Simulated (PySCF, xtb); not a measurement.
In(H)(F)(OMe) (CH4FInO), SMILES C[O][InH][F]. Other conformers were not sampled.

Harmonic wavenumbers (cm⁻¹) from GFN2-xTB (xtb) at its own minimum, in rising order: 40, 83, 125, 230, 292, 315, 339, 409, 1029, 1120, 1122, 1401, 1454, 1463, 1575, 2832, 2918, 2928.

Q: What does PBE0-D3(BJ)/def2-SVP run with PySCF give at its own minimum? (Estimate from the structure and the level; the computed values follow.)

A: 94, 103, 126, 243, 400, 421, 556, 603, 1143, 1175, 1198, 1470, 1475, 1476, 1903, 2998, 3080, 3090. Paired by order, the mean absolute difference is 104 cm⁻¹ and the zero-point energies are 28.1 and 30.8 kcal/mol.
